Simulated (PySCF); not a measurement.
Molecule: `InChI=1S/C5H9F3O/c1-2-9-4-3-5(6,7)8/h2-4H2,1H3`.

Bonds (- single, = double, # triple, : aromatic): C1-C2, C2-O3, O3-C4, C4-C5, C5-C6, C6-F7, C6-F8, C6-F9. C1 carries H10, H11, H12; C2 carries H13, H14; C4 carries H15, H16; C5 carries H17, H18.

Frames of a GFN2-xTB Langevin trajectory at 300 K; GIAO PBE0/pcSseg-1 shieldings in PySCF 2.14, gas phase, non-relativistic; equivalent atoms averaged within each frame.

Referencing at the same level of theory: 13C (186.93 ppm) and 1H (31.72 ppm) vs TMS; 17O (336.08 ppm) vs H2O; 19F (170.95 ppm) against CFCl3. The references are static minima.

**Question.** How do the shifts (ppm) fluctuate along the trajectory?

**Answer.** 
```csv
time (fs),C6,C4,C2,C5,C1,O3,F7/F8/F9,H15/H16,H13/H14,H17/H18
optimised geometry,134.9,66.7,70.8,39.6,15.7,46.7,-83.8,3.73,3.90,2.45
250,132.4,74.6,72.6,34.5,13.1,56.6,-79.4,4.44,4.12,1.95
425,136.0,75.6,75.2,42.7,17.8,69.4,-73.2,4.54,3.61,3.00
625,135.6,76.0,73.0,34.9,20.9,52.7,-71.1,4.99,3.90,2.96
800,145.6,65.2,71.5,43.4,24.3,49.1,-58.2,3.56,3.78,2.82
1000,138.5,62.0,62.8,41.2,14.7,42.2,-67.7,4.48,4.03,3.20
mean of frames,137.6,70.7,71.0,39.3,18.2,54.0,-69.9,4.40,3.89,2.79
standard deviation,5.0,6.6,4.8,4.3,4.5,10.1,7.8,0.52,0.20,0.49
```

5 frames give an uncertainty of the mean of about the standard deviation over 2.2 at best, since frames this close in time may not be independent; classical motion lacks zero-point vibration, and the reference would need the same averaging.
